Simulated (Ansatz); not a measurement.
`F[SiH](F)[SeH]` + CH₄ → `C[SiH](F)[SeH]` + H–F  (formal exchange of groups at the Si–F bond)

Calculated with Ansatz (gas phase, PBE0-D4/def2-TZVP geometries, no zero-point term in ΔE). CCSD(T)/CBS is the MP2 limit (def2-TZVPP, def2-QZVPP) plus CCSD(T) − MP2 in def2-TZVPP, frozen cores. This one scheme is used for every species. DFT in def2-TZVPP. For Se outer-core shells are correlated without core-valence functions, which leaves a few kJ/mol of doubt a bond. Scalar relativity is left out up to krypton. One conformer a species, not always the lowest.

```tsv
species	BLYP-D4 energy (Eh)
`F[SiH](F)[SeH]`	-2892.22638
CH₄	-40.50371
`C[SiH](F)[SeH]`	-2832.19325
H–F	-100.48156
```

Work out ΔE.

ΔE = (-2832.19325) + (-100.48156) − (-2892.22638) − (-40.50371) = 0.05528 Eh = +145.1 kJ/mol. CCSD(T)/CBS gives +139.7 kJ/mol.

What do rigid-rotor, harmonic-oscillator terms from PBE0-D4/def2-TZVP frequencies (298.15 K, 1 bar) make of the CCSD(T)/CBS value? (An estimate is asked.)

Ansatz gave: ΔZPE = -3.8 kJ/mol, ΔH = +137.1 kJ/mol, ΔS = 2 J/(mol·K), ΔG = +136.4 kJ/mol.

Largest T1 diagnostic among the species: 0.011.

In def2-TZVPP, CCSD(T) changes the Hartree–Fock value by −21.7 kJ/mol (the triples alone add −2.5 kJ/mol) and MP2 by −22.6 kJ/mol. The D4 term adds −6.2 kJ/mol with B3LYP and −3.5 kJ/mol with PBE0; it sums over pairs of atoms, weighted by their polarisabilities, and B3LYP, whose exchange is more repulsive, gets the larger term.

B3LYP here is the variant with VWN-RPA as its local correlation; programs differ in this.
